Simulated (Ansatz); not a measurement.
Be2H2F2⁺, that is (HBe-mu-F)2 with one electron fewer. Charge 1, multiplicity 2. Geometry PBE-D4/def2-TZVP, that of the neutral singlet.

```xyz
6

Be    0.214    1.066    0.221
H     0.472    2.352    0.488
F     0.271    0.169   -1.077
Be   -0.214   -1.066   -0.221
H    -0.473   -2.352   -0.488
F    -0.271   -0.169    1.077
```

Task: Estimate the α-spin orbital energies around the gap (eV) in Ansatz with PBE-D4/def2-TZVP, r2SCAN-D4/def2-TZVP, PBE0-D4/def2-TZVP.

Result: 
```csv
orbital,PBE-D4/def2-TZVP,r2SCAN-D4/def2-TZVP,PBE0-D4/def2-TZVP
HOMO−5,-18.79,-19.26,-20.83
HOMO−4,-17.91,-18.40,-20.00
HOMO−3,-16.87,-17.37,-18.95
HOMO−2,-16.73,-17.20,-18.79
HOMO−1,-16.00,-16.54,-17.69
HOMO,-15.71,-16.26,-17.40
LUMO,-6.93,-6.35,-5.98
LUMO+1,-6.74,-6.14,-5.77
LUMO+2,-5.95,-5.32,-5.08
LUMO+3,-5.61,-4.90,-4.68
LUMO+4,-4.04,-3.28,-3.16
LUMO+5,-3.22,-2.50,-2.49
β HOMO,-14.50,-14.50,-14.94
β LUMO,-14.21,-14.20,-13.76
```
